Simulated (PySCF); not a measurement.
# Hartree-Fock beside MP2: FH2O2Si anion

Calculated results; nothing here was measured. The program is PySCF 2.14.0, an open-source quantum chemistry code, run on an isolated molecule that a program drew, which may never have been made. The molecule is FH2O2Si anion (charge -1, singlet), drawn as the SMILES string `[O-][SiH](O)F`.

The geometry was optimised and harmonic frequencies were computed with HF and MP2, all in the aug-cc-pV(D+d)Z basis, for the commonest isotopes, with a restricted reference for singlets and an unrestricted one otherwise, and a frozen core in MP2. Each result is a local minimum of its method.

Geometry at the HF minimum:
```xyz
6
FH2O2Si anion, angstrom
O     0.6309   -0.1010    0.5544
Si   -0.6144    0.4709   -0.1480
O    -2.0738    0.1130    0.6181
F    -0.6951    2.1056   -0.2593
H    -0.8508    0.0960   -1.5747
H    -1.8917   -0.3596    1.4131
```

Lengths of the bonds as drawn, in Å (atoms numbered as above):
```
bond,HF,MP2
O1-Si2,1.540,1.581
Si2-O3,1.687,1.724
Si2-F4,1.641,1.678
Si2-H5,1.494,1.497
O3-H6,0.943,0.967
```

Rotational constants, in GHz:
```
constant,HF,MP2
A,7.41,7.135
B,6.953,6.612
C,4.065,3.872
```

Harmonic frequencies in cm^-1, each column in rising order, so a row needn't be the same motion in every method:
```
rank,HF,MP2
1,261,233
2,306,279
3,364,338
4,454,406
5,770,704
6,817,746
7,909,840
8,937,876
9,1005,941
10,1192,1084
11,2199,?
12,4190,3846
```

**Estimate the missing MP2 frequency from the HF column.**

A single factor s that minimises the squared misfit of MP2 against s times HF over the other rows is sum(HF x MP2) / sum(HF^2) = 0.9186, with an rms misfit of 9 cm^-1. For rank 11 it gives 0.9186 x 2199 = 2020 cm^-1. The calculation gives 2165 cm^-1, 145 cm^-1 above the estimate. The drawn bonds are on average 2.0 % longer in MP2 than in HF.
